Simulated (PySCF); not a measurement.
## Partial charges of `CO[SiH2]SC[SiH3]`

C2H10OSSi2.
Geometry (GFN2-xTB, Å), atoms numbered from 1 in this order:
```xyz
16
C2H10OSSi2 angstrom
C      2.651   -0.178   -0.473
O      1.720    0.853   -0.304
Si     0.774    1.192    0.966
S     -0.432   -0.508    1.477
C     -1.090   -0.975   -0.174
Si    -2.772   -0.145   -0.489
H      3.567    0.044    0.078
H      2.880   -0.253   -1.537
H      2.251   -1.132   -0.120
H      1.483    1.448    2.208
H      0.006    2.272    0.382
H     -0.344   -0.710   -0.919
H     -1.176   -2.060   -0.152
H     -3.696   -0.550    0.566
H     -3.236   -0.597   -1.804
H     -2.594    1.308   -0.486
```

Density: PBE0/pcSseg-1 (PySCF); schemes: Mulliken, IAO, Hirshfeld and ESP-fitted. The structure is a single GFN2-xTB conformer in the gas phase; no vibrational or solvent corrections.

Question: Which atoms carry the lowest charge in the Mulliken, IAO, Hirshfeld and ESP-fitted schemes?

Answer: The schemes don't all agree: Mulliken C5 (-0.640); IAO O2 (-0.639); Hirshfeld O2 (-0.223); ESP-fitted O2 (-0.340).

Question: For which atoms does the sign change between the 4 schemes (beyond +0.03 e in one, beyond −0.03 e in another)?

Answer: For none.

Question: Give the atomic charges in each scheme.

Answer: In e:

| atom | environment | Mulliken | IAO | Hirshfeld | ESP-fitted |
| --- | --- | --- | --- | --- | --- |
| C1 | methoxy carbon | -0.015 | -0.200 | -0.033 | -0.131 |
| O2 | silyl ether oxygen | -0.634 | -0.639 | -0.223 | -0.340 |
| Si3 | oxygen-bound silicon | +0.792 | +0.917 | +0.366 | +0.481 |
| S4 | sulfur bonded to C and Si | -0.308 | -0.204 | -0.097 | -0.318 |
| C5 | sp3 carbon bound to sulfur | -0.640 | -0.617 | -0.159 | -0.243 |
| Si6 | SiH3 silicon | +0.536 | +0.615 | +0.306 | +0.343 |
| H7 | methyl hydrogen | +0.110 | +0.137 | +0.045 | +0.109 |
| H8 | methyl hydrogen | +0.120 | +0.154 | +0.050 | +0.109 |
| H9 | methyl hydrogen | +0.105 | +0.133 | +0.036 | +0.071 |
| H10 | Si–H hydrogen | -0.099 | -0.141 | -0.075 | -0.043 |
| H11 | Si–H hydrogen | -0.100 | -0.136 | -0.076 | -0.083 |
| H12 | methylene hydrogen | +0.186 | +0.160 | +0.041 | +0.128 |
| H13 | methylene hydrogen | +0.185 | +0.172 | +0.046 | +0.162 |
| H14 | Si–H hydrogen | -0.070 | -0.111 | -0.074 | -0.069 |
| H15 | Si–H hydrogen | -0.093 | -0.124 | -0.080 | -0.104 |
| H16 | Si–H hydrogen | -0.076 | -0.114 | -0.073 | -0.071 |

Mean size of the charges over all atoms: IAO 0.286 e, Mulliken 0.254 e, ESP-fitted 0.175 e, Hirshfeld 0.111 e. Each set sums to the total charge, 0, to within 0.001 e. The Mulliken scheme gives each basis function's population to the atom it is centred on and halves the overlap population of two atoms between them.

Question: How many electrons does the Mulliken scheme count on Si6?

Answer: Z − q = 14 − (+0.536) = 13.464.

Question: Sum the charges by element, for elements with more than one atom.

Answer: 
```
element  atoms  Mulliken     IAO  Hirshfeld  ESP-fitted
      C      2    -0.655  -0.817     -0.192      -0.374
     Si      2    +1.328  +1.532     +0.673      +0.824
      H     10    +0.269  +0.127     -0.160      +0.207
```

Question: How closely do the schemes follow one another over all atoms?

Answer: Correlation coefficient and root-mean-square difference: Mulliken with IAO 0.98, 0.070 e; IAO with Hirshfeld 0.97, 0.236 e; IAO with ESP-fitted 0.96, 0.183 e; Mulliken with ESP-fitted 0.96, 0.158 e; Mulliken with Hirshfeld 0.95, 0.214 e; Hirshfeld with ESP-fitted 0.95, 0.088 e.
